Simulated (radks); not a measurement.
Values are calculated unless marked as measured or tabulated.
Q: Successive ionisation energies (eV) of one element, from differences of total energies of ions in their ground configurations, starting at charge 0: 6.638, 14.039, 24.721, 36.901, 50.283. Code: a radial shooting solver on a logarithmic mesh with Libxc functionals. Model: Dirac Kohn-Sham, PBE, spin-unpolarised, spherical densities, point nucleus; open shells are shared between the two j in proportion to 2j + 1. Which element is it?

A: Niobium (Z = 41). The first species listed is Nb in [Kr] 4d4 5s1, the last Nb4+ in [Kr] 4d1.
